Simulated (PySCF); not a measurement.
B(Cl)(H)(NHMe) (CH5BClN), SMILES B(Cl)NC.

Geometry optimised at PBE-D3(BJ)/def2-SVP. One conformer was computed; it need not be the lowest.

Calculation: PySCF with PBE-D3(BJ)/def2-SVP.

Frequencies are harmonic and unscaled.

Computed harmonic wavenumbers and intensities:
| mode | ν (cm⁻¹) | IR (km/mol) | moving atoms (share of kinetic energy) |
|---|---|---|---|
| 1 | 164 | 0.5 | N 40 %, H 38 %, C 12 % |
| 2 | 198 | 1.1 | H 70 %, B 22 % |
| 3 | 233 | 0.5 | N 25 %, B 24 %, H 24 %, Cl 14 %, C 13 % |
| 4 | 388 | 10.3 | Cl 36 %, C 28 %, N 20 %, H 15 % |
| 5 | 675 | 89.1 | H 73 %, N 15 %, B 12 % |
| 6 | 794 | 42.3 | B 55 %, H 24 %, Cl 17 % |
| 7 | 829 | 0.1 | H 77 %, B 23 % |
| 8 | 970 | 10.8 | H 73 %, C 14 % |
| 9 | 1067 | 20.2 | H 35 %, C 23 %, N 21 %, B 20 % |
| 10 | 1103 | 0.1 | H 74 %, C 20 % |
| 11 | 1126 | 66.5 | H 59 %, N 20 %, C 14 % |
| 12 | 1258 | 45.2 | H 66 %, B 22 % |
| 13 | 1393 | 17.5 | H 83 %, C 16 % |
| 14 | 1415 | 6.2 | H 97 % |
| 15 | 1420 | 49.8 | H 86 % |
| 16 | 1515 | 194.2 | N 42 %, H 35 %, B 22 % |
| 17 | 2583 | 100.2 | H 91 %, B 9 % |
| 18 | 2950 | 61.5 | H 97 % |
| 19 | 3015 | 24.4 | H 90 %, C 10 % |
| 20 | 3082 | 7.8 | H 91 %, C 9 % |
| 21 | 3500 | 18.2 | H 93 % |
